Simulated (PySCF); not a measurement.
## InCl⁺, PBE0: how much the basis matters

PySCF, UKS reference; doublet, unpaired electrons σ ↑; De to In⁺ + Cl without counterpoise correction.

| basis | relativity | functions | Re (Å) | ωe (cm⁻¹) | De (eV) | μ (D) |
| --- | --- | --- | --- | --- | --- | --- |
| x2c-SVPall | spin-free X2C | 54 | 2.331 | 325 | 0.77 | -3.08 |
| cc-pVTZ-PP/cc-pV(T+d)Z | scalar-relativistic core potentials | 78 | 2.305 | 333 | 0.75 | -2.88 |
| def2-TZVPPD | scalar-relativistic core potentials | 107 | 2.298 | 337 | 0.77 | -2.85 |

(1) How does each smaller set differ from the one with most functions, def2-TZVPPD?

A positive dipole points towards Cl; it is taken about the centre of mass and depends on that origin. These are scalar-relativistic numbers at best; spin–orbit coupling would shift them, the dissociation energy most. For an ion De counts to the pair picked by the measured ionisation energies or electron affinities, which need not be the lowest pair at this level. The state was picked by a PBE0 search and need not be the measured ground state.

## Answers

(1) x2c-SVPall: +3.3 pm, -3.6 % in ωe, +0.00 eV in De; cc-pVTZ-PP/cc-pV(T+d)Z: +0.7 pm, -1.2 % in ωe, -0.02 eV in De. All at PBE0; the set with most functions is neither the basis-set limit nor always the best. The rows treat relativity differently, so the differences are not basis effects alone.
